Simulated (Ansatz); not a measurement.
Si(vinyl)(NCO)3 (C₅H₃N₃O₃Si). The state is a singlet with charge 0. Geometry PBE-D4/def2-SVP; atoms count from 1.

```tsv
atom	x (Å)	y (Å)	z (Å)
Si1	-0.111	-0.146	0.227
C2	-0.667	0.072	-1.524
C3	0.012	0.805	-2.429
H4	-1.602	-0.431	-1.833
H5	0.949	1.325	-2.165
H6	-0.336	0.919	-3.470
N7	0.180	-1.801	0.586
C8	0.400	-2.982	0.739
O9	0.610	-4.132	0.896
N10	-1.308	0.405	1.332
C11	-2.140	0.833	2.099
O12	-2.955	1.248	2.845
N13	1.339	0.741	0.491
C14	2.329	1.297	0.913
O15	3.300	1.848	1.293
```

Estimate the Mulliken populations from the PBE0/def2-TZVP orbitals of Ansatz.


```
atom  charge (e)
 Si1        0.44
  C2       -0.24
  C3       -0.23
  H4        0.14
  H5        0.15
  H6        0.14
  N7       -0.22
  C8        0.33
  O9       -0.23
 N10       -0.22
 C11        0.33
 O12       -0.23
 N13       -0.25
 C14        0.32
 O15       -0.23
```
Mulliken values depend strongly on the basis.

And the Mayer bond orders between heavy atoms (over 0.3)?

Si1–C2 1.02 (1.85 Å); Si1–N7 1.14 (1.72 Å); Si1–N10 1.14 (1.72 Å); Si1–N13 1.10 (1.72 Å); C2–C3 1.92 (1.35 Å); N7–C8 2.02 (1.21 Å); C8–O9 2.11 (1.18 Å); N10–C11 2.02 (1.21 Å); C11–O12 2.11 (1.18 Å); N13–C14 2.02 (1.21 Å); C14–O15 2.12 (1.18 Å).
